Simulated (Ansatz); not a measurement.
Input for Ansatz (a first-principles code): R-wB97X-V/def2-TZVPP on H7NSi2 (SMILES N[SiH2][SiH3]), a point of a torsion scan.

Ansatz 0.2 input:
```yaml
crystal:
  periodic: [false, false, false]
  atoms:
    - {symbol: N, position_ang: [-1.87186636, 0.19406878, -0.21430373]}
    - {symbol: Si, position_ang: [-0.48295468, -0.63694788, 0.39876534]}
    - {symbol: Si, position_ang: [1.57589694, 0.27729504, -0.12980824]}
    - {symbol: H, position_ang: [-2.09235833, 1.10371089, 0.15788336]}
    - {symbol: H, position_ang: [-2.03264828, 0.19549473, -1.20875134]}
    - {symbol: H, position_ang: [-0.72819158, -0.66184891, 1.84556923]}
    - {symbol: H, position_ang: [-0.64828192, -1.99165946, -0.14141973]}
    - {symbol: H, position_ang: [1.94205681, 1.41710936, 0.72089542]}
    - {symbol: H, position_ang: [1.64317712, 0.79236034, -1.50517373]}
    - {symbol: H, position_ang: [2.67229825, -0.68782287, -0.00808988]}
basis:
  gaussian:
    orbitals: def2-TZVPP
hamiltonian:
  xc: {name: wB97X-V}
scf: {lower_state_search: off}
```

The log:

```
WARN ansatz: RAYON_NUM_THREADS=1 ignored (pool sized by the plan → 1); use --threads N
Functional definition: wB97X-V
these checks for a lower state are left out or cut short: stability, starts, cluster_reference, orbital_swaps, neighbouring_geometries, increment
integrals: 0.17 GiB planned
1150 factors; their error is unknown
integrals: 0.20 GiB planned
281 factors; integrals over basis functions are off by at most 1.2e-5 eV
mean field: 1.31 GiB planned
mean field evaluation 1: about -17353.7846 eV, gradient 4.7e1 eV
mean field evaluation 2: about -17353.9367 eV, gradient 4.5e1 eV
mean field evaluation 4: about -17357.8818 eV, gradient 4.7e-1 eV
mean field evaluation 8: about -17357.9038 eV, gradient 2.0e-1 eV
mean field evaluation 16: about -17357.9039 eV, gradient 4.9e-6 eV
mean field -17357.90386580 eV, -637.8912014582 hartree, gradient 4.9e-6 eV, S^2 0.000000; 0 other end points of the search recorded, 0 dependent functions left out
reference -17357.90386349 eV, -637.8912013733 hartree; 21, 21 occupied and 192, 192 virtual orbitals, 1150 factors
Total energy: -17357.90386349 eV, -637.8912013733 hartree
Checks for a lower state left out: stability, starts, cluster_reference, orbital_swaps, neighbouring_geometries, increment
```

The run converged.

Cost: roughly 6 core-seconds.
